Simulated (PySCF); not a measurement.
CCl3, SMILES Cl[C](Cl)Cl, multiplicity 2. Geometry optimised at PBE0-D3(BJ)/def2-SVP. The isomer is the one that the SMILES or the coordinates give; other isomers of the formula were not compared.

All values below come from PySCF with PBE0-D3(BJ)/def2-SVP.

Harmonic wavenumbers (cm⁻¹): 275, 276, 323, 514, 929, 929. Rotational constants (GHz): 3.322, 3.322, 1.672; symmetry number 3.

Q: Work out the zero-point energy and the ideal-gas rigid-rotor harmonic-oscillator thermochemistry at 298.15 K and 1 atm.

A: ZPE = ½ Σ hcν = ½ × 3246 cm⁻¹ = 4.64 kcal/mol. H − E(el) = 8.02 kcal/mol. Entropy in cal/(mol K): translation 40.22, rotation 25.07, vibration 5.29, spin 1.38, total 71.96. G − E(el) = -13.44 kcal/mol. Cp = 15.16 cal/(mol K).
